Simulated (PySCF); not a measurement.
**S²⁺: ionisation energy**

S²⁺ [Ne] 3s2 3p2 (3P) → S³⁺ [Ne] 3s2 3p1 (2P), as a difference of total energies. Calculation: PySCF 2.14, in aug-cc-pV(Q+d)Z with one added diffuse shell each of s, p, d, f, g type (8s7p6d4f3g, 114 functions); the non-relativistic Hamiltonian (point nucleus). Correlated levels: valence: [Ne] frozen. The calculations carry no spin-orbit coupling.

```
           method  ionisation energy (eV)
              UHF                  34.160
              LDA                  34.885
              PBE                  34.838
             PBE0                  34.879
           r2SCAN                  35.031
              M06                  34.663
           B2PLYP                  34.708
          wB97M-V                  34.496
    MP2 (valence)                  34.682
SCS-MP2 (valence)                  34.587
```

Problem. How much does correlation contribute at MP2 (valence)?

Solution. 34.682 − (34.160) = 0.522 eV, measured against UHF.

A first-order spin-orbit estimate (lowest level to lowest level, LS coupling) adds -0.008 eV.

Errors of the correlated levels include the incompleteness of this basis and the frozen core.

For comparison: 34.86 ± 0.04 eV (semi-empirical (NIST evaluation); NIST Atomic Spectra Database, ionization energies).
